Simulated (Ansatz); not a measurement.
`[OH][Ti]([F])([F])[Cl]` + H₂S → `[F][Ti]([F])([SH])[Cl]` + H₂O at 298.15 K and 1 bar (ligand exchange at a Ti–O bond).

Gas-phase electronic energies from Ansatz, PBE0-D4/def2-TZVP geometries. CCSD(T)/CBS adds triple-zeta CCSD(T) − MP2 to the extrapolated MP2 energy (def2 sets, frozen cores). This one scheme is used for every species. For Ti outer-core shells are correlated without core-valence functions, which leaves a few kJ/mol of doubt a bond. Scalar relativity is left out up to krypton. Each species was taken in one conformer, which may not be the lowest.

```
                 species  CCSD(T)/CBS energy (Eh)  H − E (kJ/mol)  S (J/(mol·K))
`[OH][Ti]([F])([F])[Cl]`              -1584.32027            70.6          355.3
                     H₂S               -398.97279            49.9          205.7
`[F][Ti]([F])([SH])[Cl]`              -1906.90100            62.0          366.8
                     H₂O                -76.37941            66.4          188.7
```

H − E and S are ideal-gas, rigid-rotor, harmonic terms from PBE0-D4/def2-TZVP, for one conformer and one mirror image of each species. 1 Eh = 2625.50 kJ/mol, R = 8.31446 J/(mol·K).

By hand: ΔE, ΔH, ΔS and ΔG.

ΔE = (-1906.90100) + (-76.37941) − (-1584.32027) − (-398.97279) = 0.01265 Eh = 33.2 kJ/mol. Δ(H − E) = 62.0 + 66.4 − 70.6 − 49.9 = 7.9, so ΔH = 41.1 kJ/mol. ΔS = 366.8 + 188.7 − 355.3 − 205.7 = -5.5 J/(mol·K). ΔG = 41.1 − 298.15 × (-5.5)/1000 = 42.7 kJ/mol.

By hand: the equilibrium constant, and the temperature at which ΔG would vanish if ΔH and ΔS stayed fixed.

log₁₀ K = −ΔG/(RT ln 10) = -7.5. ΔH and −TΔS have one sign here, so there is no such temperature. One of them is within its doubt of zero, so this could turn.

The number of gas molecules stays the same, so ΔS is small and ΔH decides. A doubt of 5 kJ/mol in ΔE shifts log₁₀ K by 0.9 here. Other conformers and mirror images would add mixing entropy, several J/(mol·K) or more a flexible species. These are equilibria of isolated gas molecules and say nothing of rates. Largest T1 diagnostic: 0.025 (customary marks: 0.02 for closed shells, 0.045 for open ones).
